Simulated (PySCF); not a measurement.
SeSn, SMILES [Sn]=[Se] (connectivity only; charge and spin as stated), neutral, multiplicity 1.

Geometry optimised at r2SCAN-D4/def2-TZVP. The def2 effective core potentials stand for the cores of Sn; spin–orbit coupling is left out.

Method: TDA-PBE/def2-TZVPD run with PySCF.

Vertical excitations; the highest root listed may be one member of a degenerate set.  State labels are in the subgroup C2v.

```
state  symmetry  energy (eV)  λ (nm)      f                                              main pairs
-----  --------  -----------  ------  -----  ------------------------------------------------------
S1           A2         2.93     423  0.000                      HOMO→LUMO 50 %, HOMO−1→LUMO+1 50 %
S2           A2         3.17     392  0.000               HOMO−1→LUMO+1, HOMO→LUMO (degenerate set)
S3           A1         3.17     392  0.000               HOMO−1→LUMO, HOMO→LUMO+1 (degenerate set)
S4           B1         3.47     357  0.015                            HOMO−2→LUMO (degenerate set)
S5           B2         3.47     357  0.015                          HOMO−2→LUMO+1 (degenerate set)
S6           A1         4.88     254  0.064  HOMO−2→LUMO+2 34 %, HOMO→LUMO+1 30 %, HOMO−1→LUMO 30 %
S7           B1         5.68     218  0.022                          HOMO−1→LUMO+2 (degenerate set)
S8           B2         5.68     218  0.022                            HOMO→LUMO+2 (degenerate set)
S9           B1         6.01     206  0.128                          HOMO−1→LUMO+3 (degenerate set)
S10          B2         6.01     206  0.128                            HOMO→LUMO+3 (degenerate set)
T1           A1         2.31     536      0                      HOMO→LUMO+1 50 %, HOMO−1→LUMO 50 %
T2           A1         2.56     485      0               HOMO−1→LUMO, HOMO→LUMO+1 (degenerate set)
T3           A2         2.56     485      0               HOMO−1→LUMO+1, HOMO→LUMO (degenerate set)
T4           B2         2.75     452      0                                      HOMO−2→LUMO+1 99 %
```
Triplets are in the Tamm–Dancoff approximation.
